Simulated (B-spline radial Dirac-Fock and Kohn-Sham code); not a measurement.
**Dipole and non-dipole photoemission parameters of N 2s**

System: the N atom in the configuration [He] 2s2 2p3; threshold 22.14 eV (orbital energy of the model). These are calculated numbers from a radial B-spline solver; the model is Dirac-Hartree-Slater photoionisation with a Latter tail; cross sections with all multipoles, angular parameters from the dipole term and its interference with E2.

For linearly polarised light dσ/dΩ = σ/(4π) [1 + β P₂(cos θ) + (δ + γ cos²θ) sin θ cos φ], with θ from the polarisation vector and φ the angle between the beam and the projection of the electron momentum on the plane normal to the polarisation.

| hν (eV) | σ (kb) | β | γ |
| --- | --- | --- | --- |
| 51 | 938 | 2.000 | 0.013 |
| 52.6 | 921 | 2.000 | 0.008 |
| 60 | 839 | 2.000 | -0.011 |
| 66.5 | 765 | 2.000 | -0.022 |
| 150 | 236 | 2.000 | 0.015 |
| 200 | 137 | 2.000 | 0.064 |
| 251 | 86.3 | 2.000 | 0.110 |
| 269 | 74.6 | 2.000 | 0.125 |
| 402 | 30.7 | 2.000 | 0.225 |
| 589 | 12.5 | 2.000 | 0.345 |
| 623 | 10.9 | 2.000 | 0.364 |
| 810 | 5.67 | 2.000 | 0.462 |
| 888 | ? | ? | ? |
| 941 | 3.86 | 2.000 | 0.523 |
| 1190 | 2.09 | 2.000 | 0.627 |
| 1253.6 | 1.82 | 2.000 | 0.651 |
| 1290 | 1.69 | 2.000 | 0.665 |
| 1486.9 | 1.15 | 2.000 | 0.735 |
| 2000 | 0.509 | 2.000 | 0.899 |
| 2160 | 0.410 | 2.000 | 0.946 |
| 3550 | 0.0973 | 2.000 | 1.290 |
| 4360 | 0.0528 | 2.000 | 1.452 |
| 4680 | 0.0426 | 2.000 | 1.512 |
| 5414.7 | 0.0274 | 2.000 | 1.641 |
| 6540 | 0.0154 | 2.000 | 1.821 |
| 8010 | 0.00822 | 2.000 | 2.034 |
| 8590 | 0.00661 | 2.000 | 2.113 |
| 9860 | 0.00429 | 2.000 | 2.276 |
| 11100 | 0.00295 | 2.000 | 2.424 |
| 12000 | 0.00231 | 2.000 | 2.525 |

**Question.** Give the values at 888 eV.

**Answer.** σ = 4.48 kb, β = 2.000, γ = 0.499. For an s subshell δ is negligible.
